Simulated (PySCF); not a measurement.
Level of theory: PBE-D3(BJ)/def2-TZVP // TPSS-D3(BJ)/def2-SVP (PySCF 2.14.0). Gas-phase values, no solvent. One relaxed conformer stands for a flexible species; it need not be the lowest. 

Reference species: [Zr(Cl)(NH2)3] (neutral, multiplicity 1).

| Item | Result |
|---|---|
| coordination number | 4 |
| charge on the central atom (Mulliken) | 1.41 e |
| mean distance from the central atom to its bonded neighbours | 2.134 Å |

Changed species: [Zr(Cl)3(NH2)] (1 of 4 Cl replaced by NH2; the reference has 3 of 4 Cl replaced by NH2).

### Question
What does the change do to the coordination number, charge on the central atom (Mulliken) and mean distance from the central atom to its bonded neighbours?

### Answer
the coordination number hardly moves; the charge on the central atom (Mulliken) drops by 0.14 e, to 1.27 e; the mean distance from the central atom to its bonded neighbours rises by 0.138 Å, to 2.272 Å.
